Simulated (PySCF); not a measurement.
Tin: highly charged ions in a basis for the neutral atom

Sn(13+) [Kr] 4d1, Sn(14+) [Kr]. Calculation: PySCF 2.14, in cc-pVTZ-PP with ECP28MDF; a scalar-relativistic core potential. No spin-orbit coupling, so a gap to NIST mixes the basis error with missing relativistic terms.

Changed run: basis of the neutral atom used for a highly charged ion. This setting is unsound on purpose.

| species | method | sound run (hartree) | changed run (hartree) | converged |
| --- | --- | --- | --- | --- |
| Sn(13+) | UHF | not run | -155.74745 | yes |
| Sn(13+) | MN15 | not run | -155.84915 | yes |
| Sn(13+) | M06-2X | not run | -156.03249 | yes |
| Sn(14+) | UHF | not run | -145.38108 | yes |
| Sn(14+) | MN15 | not run | -145.49140 | yes |
| Sn(14+) | M06-2X | not run | -145.62132 | yes |

Ionisation energy of Sn(13+):

```
method  changed run (eV)  NIST (eV)
   UHF            282.08    282 ± 3
  MN15            281.85    282 ± 3
M06-2X            283.30    282 ± 3
```

The contracted functions were made for the neutral atom and can be too rigid for a highly charged ion.
